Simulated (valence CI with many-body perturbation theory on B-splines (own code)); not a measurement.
Results of a calculation; reference values are marked as such.
**Hf59+ in three bases**

Method: valence CI with perturbative core correlation (CI+MBPT): three valence electrons over a frozen Dirac-Fock core [Ne], radial functions for each j: 9 s, 9 p, 8 d, 6 f, 3 g, 1 h, with the one-electron correlation potential Σ1, the two-electron term Σ2, the three-electron term Σ3, Breit, model QED; selected CI, second order for the rest, scaled by the run's own slope (own B-spline code, finite nucleus).

No measured spectrum was set against this ion. As an estimate, large intervals hold to a few tenths of a per cent, small ones and those within an open d or f shell to about a per cent.

The reference run has the lowest level (3s^2 3p1/2) J=1/2 and an ionisation energy of 6284.87 eV. Its largest variational space holds 8451 state functions.

Levels are named by their leading jj configuration (3d3/2^4 stands for four electrons in 3d with j = 3/2), which in mixed levels can hold well under half, so a name can repeat and another be missing. Letters in brackets count levels of one name in rising energy.

Changed runs:
A. basis 6 s, 6 p, 5 d, 3 f, 1 g
B. basis 5 s, 5 p, 4 d, 2 f

Excitation energies of the reference run in cm⁻¹, and shifts in cm⁻¹:

```csv
Level,Reference,A,B
(3s 3p1/2^2) J=1/2,1291780,-22,-53
(3s^2 3p3/2) J=3/2,2573400,-33,-78
(3s 3p1/2 3p3/2) J=3/2 [a],3630920,-186,-558
(3s 3p1/2 3p3/2) J=5/2,3771710,-47,-132
(3s 3p1/2 3p3/2) J=3/2 [b],3938150,-5.1,-1.1
(3s 3p1/2 3p3/2) J=1/2,4015830,+24,+136
(3s^2 3d3/2) J=3/2,4392890,+287,+928
(3s^2 3d5/2) J=5/2,4908750,+222,+643
(3p1/2^2 3p3/2) J=3/2,5207890,-78,-219
(3s 3p1/2 3d3/2) J=3/2 [a],5315390,-31,-99
(3s 3p1/2 3d3/2) J=5/2,5412980,+93,+217
(3s 3p1/2 3d3/2) J=1/2,5618590,+202,+585
Ionisation energy (eV),6284.87,-0.02,-0.07
```
